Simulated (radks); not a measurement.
Problem. Calculated with a radial shooting solver on a logarithmic mesh with Libxc functionals: scalar-relativistic Kohn-Sham, BLYP, spin-polarised, spherical densities, point nucleus; open shells are filled with parallel spins first. Each species is in its NIST ground configuration. Rank K, Fe, Cu, Ti, Sc, Co, Ge, Se, Br, Ni, Kr, Mn, As, Zn, V, Cr, Ga, Ca by radius at which the density is 0.001 e/bohr^3 (bohr), largest first.

Solution. Ca 5.05, Sc 4.95, Ti 4.84, V 4.73, Mn 4.55, Fe 4.47, Ge 4.45, K 4.44, Cr 4.41, Ga 4.41, Co 4.39, As 4.36, Ni 4.32, Se 4.29, Zn 4.19, Br 4.18, Cu 4.09, Kr 4.06.
